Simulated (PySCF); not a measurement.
Compound: C3H5BN2Si.
Bonds: N1–C2 (triple), C2–B3, B3–C4, C4–N5 (triple), B3–C6, C6–Si7. Hydrogens: H8, H9 on C6; H10, H11, H12 on Si7.

Computed by this run: PBE0-D3(BJ)/def2-SVP geometry optimisation, gas phase (PySCF); density fitting, grid level 1; the optimiser is geomeTRIC in internal coordinates, started from a GFN2-xTB structure with every atom displaced at random (about 0.01 Å).

Step 0: E = -14706.3843 eV
```
atom  x, y, z in Å  |  force x, y, z in eV/Å
N1      1.1829    0.3989   -2.9821    0.297   0.500  -2.633
C2      1.0523    0.1921   -1.8683   -0.230  -0.347   1.865
B3      0.8698   -0.1184   -0.3957    0.558   0.018   0.966
C4      1.9871    0.3899    0.5753   -4.821  -2.216  -4.458
N5      2.7401    0.7530    1.3141    4.391   2.086   4.229
C6     -0.3668   -0.8384    0.1261    0.259   0.141   0.685
Si7    -1.6807    0.5159    0.5101    0.275  -0.702  -0.018
H8     -0.8040   -1.5078   -0.6026   -0.404  -0.285  -0.506
H9     -0.2145   -1.3807    1.0797    0.026   0.231  -0.132
H10    -1.9970    1.2461   -0.7099   -0.144   0.361  -0.537
H11    -1.1835    1.4179    1.5450    0.231   0.375   0.383
H12    -2.8545   -0.2148    0.9998   -0.438  -0.163   0.156
```

Step 1: E = -14706.6011 eV
```
atom  x, y, z in Å  |  force x, y, z in eV/Å
N1      1.2166    0.3708   -3.0339   -0.016  -0.008   0.116
C2      1.0904    0.1747   -1.8962    0.047  -0.014  -0.079
B3      0.8937   -0.1217   -0.3945   -0.220   0.057  -0.117
C4      1.9478    0.4081    0.5871    0.852   0.280   0.680
N5      2.7520    0.7696    1.3529   -0.660  -0.252  -0.595
C6     -0.3619   -0.8333    0.1163   -0.145  -0.125  -0.132
Si7    -1.6926    0.4880    0.5281    0.100   0.075  -0.015
H8     -0.8317   -1.4899   -0.6370    0.060   0.054   0.076
H9     -0.1971   -1.3707    1.0614   -0.003  -0.019   0.057
H10    -2.0352    1.2558   -0.7044    0.005  -0.017   0.017
H11    -1.1486    1.4133    1.5641   -0.032  -0.001  -0.006
H12    -2.9022   -0.2112    1.0476    0.012  -0.031  -0.002
```

**Question.** Estimate the geometry and energy of step 2. (The exact step hangs on the optimiser's Hessian estimate; all steps are aligned on step 1, rigid shifts and turns removed.)

**Answer.** E = -14706.6077 eV, largest force 0.222 eV/Å
```
atom  x, y, z in Å  |  force x, y, z in eV/Å
N1      1.2268    0.3737   -3.0277    0.003   0.007   0.010
C2      1.0930    0.1770   -1.8919   -0.020  -0.014  -0.015
B3      0.8852   -0.1168   -0.3924   -0.015   0.017   0.011
C4      1.9596    0.4066    0.5826    0.166   0.016   0.146
N5      2.7661    0.7664    1.3379   -0.163  -0.040  -0.138
C6     -0.3687   -0.8341    0.1180    0.010  -0.037  -0.015
Si7    -1.6935    0.4901    0.5280    0.019   0.032  -0.002
H8     -0.8351   -1.4899   -0.6335    0.009   0.009   0.006
H9     -0.2051   -1.3709    1.0658    0.000   0.015  -0.002
H10    -2.0370    1.2539   -0.7050    0.000   0.001   0.000
H11    -1.1616    1.4181    1.5664   -0.008   0.001  -0.002
H12    -2.8985   -0.2205    1.0433   -0.001  -0.007   0.001
```

The energy changes by -0.0066 eV. The first-order estimate −F·Δx gives -0.0113 eV and the mean of the old and new forces, exact on a quadratic surface, -0.0064 eV. The step makes an angle of 78° with the force vector and moves no atom by more than 0.021 Å.

The cost below is that of the whole optimisation. The run took 40 s wall on one thread, AMD EPYC 7R43 (x86_64) (shared host), and the process peaked at 0.50 GiB of memory.
